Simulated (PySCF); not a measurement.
Input for PySCF: R-MP2/6-31G* on GeH4SSi (SMILES [SiH3][Ge][SH]), a point of a torsion scan.

```python
from pyscf import gto, scf, dft, mp
from pyscf.data.elements import chemcore

mol = gto.M(
    atom='''
    Si    0.99813757   -0.05421704    0.02438424
    Ge   -0.58480967    1.77628124   -0.25305397
    S    -2.35571266    0.46533159    0.09609664
    H     0.73294819   -1.23455140   -0.80842248
    H     2.35874048    0.38687181   -0.32599575
    H     1.08081698   -0.54046494    1.40939951
    H    -3.29011383    1.40468466   -0.03981081
    ''',
    basis='6-31g*',
    cart=True,
    charge=0, spin=0, verbose=3, max_memory=1800)
mf = scf.RHF(mol)
mf.conv_tol = 1e-8
mf.max_cycle = 100
mf.kernel()
if not mf.converged:
    mf = mf.newton().run(mf.mo_coeff, mf.mo_occ)
pt = mp.MP2(mf, frozen=chemcore(mol)).run()
```

It printed:

```
converged SCF energy = -2763.83791480527
E(RMP2) = -2764.28199000216  E_corr = -0.444075196884934
E(SCS-RMP2) = -2764.26590194154  E_corr = -0.427987136261112
```

The calculation finished and met its thresholds.

Cost: around 4 core-seconds (rough).
